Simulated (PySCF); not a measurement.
## Exercise with solution: chemical shift, span and skew from a shielding tensor

C₂H₄N₃, SMILES c1nc[nH+][nH]1, charge +1. Atoms are numbered in the order given.

```xyz
9

C      0.0000    -1.0526     0.4322
N      0.0000     0.0000     1.2350
C      0.0000     1.0526     0.4322
N      0.0000     0.6693    -0.8488
N      0.0000    -0.6693    -0.8488
H      0.0000    -2.1020     0.7339
H      0.0000     2.1020     0.7339
H      0.0000     1.2192    -1.7081
H      0.0000    -1.2192    -1.7081
```
Charge +1, spin multiplicity 1.

Coordinates come from a PBE0-D3(BJ)/def2-SVP optimisation. The isomer is the one that the SMILES or the coordinates give; other isomers of the formula were not compared.

GIAO shieldings from PBE0/pcSseg-1 in PySCF, non-relativistic, no solvent. The symmetric part of the tensor of N4 has the principal values -44.7, 77.3, 148.0 ppm. The same nucleus in NH3 has σ = 267.4 ppm at this level (PySCF, at its B3LYP-D3(BJ)/def2-TZVP geometry).

Q: Work out the isotropic shielding, the ¹⁵N shift against NH3, the span and the skew.

A: 
σ(iso) = (σ11 + σ22 + σ33)/3 = 60.2 ppm. δ = σ(ref) − σ(iso) = 267.4 − (60.2) = 207.2 ppm.
Span Ω = σ33 − σ11 = 192.7 ppm. Skew κ = 3(σ(iso) − σ22)/Ω = -0.27. Tumbling in solution averages the tensor to δ; in a static solid the shielding alone would spread this spin-1/2 line over Ω.
